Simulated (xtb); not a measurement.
Te(SeH)(SiH3) (H4SeSiTe), SMILES [SiH3][Te][SeH]. All values are semi-empirical tight-binding results from xtb (GFN2-xTB unless named), good for trends rather than for accurate numbers. Geometry optimised at GFN2-xTB. This is a generated structure with no PubChem entry under its InChIKey; it may be hypothetical. One conformer was computed; it need not be the lowest.

Optimised geometry:

Bonds (Å): Te1–Se2 2.507, Te1–Si4 2.523, Se2–H3 1.444, Si4–H5 1.459, Si4–H6 1.459, Si4–H7 1.455. Angles (°): Se2–Te1–Si4 95.8, Te1–Se2–H3 98.3, Te1–Si4–H5 111.2, Te1–Si4–H6 110.6, Te1–Si4–H7 103.1, H5–Si4–H6 109.7, H5–Si4–H7 110.9, H6–Si4–H7 111.2.
Charge 0, spin multiplicity 1.

orbital gap: 3.26 eV
zero-point energy: 19.6 kcal/mol
G − E(el) at 298.15 K (modified RRHO): -1.4 kcal/mol
static polarisability (D4 model): 96.8 bohr³
solvation energy, GFN2-xTB/ALPB(water): -3.1 kcal/mol
solvation energy, GFN2-xTB/ALPB(hexane): -4.5 kcal/mol

Q: Give the atomic charges and the Wiberg bond orders between heavy atoms. (An estimate is asked for; the answer gives what the named calculation found.)

A: charges (e) Te1 0.03, Se2 -0.35, H3 0.13, Si4 0.43, H5 -0.07, H6 -0.07, H7 -0.10. Bond orders Te1–Se2 1.14, Te1–Si4 0.92.
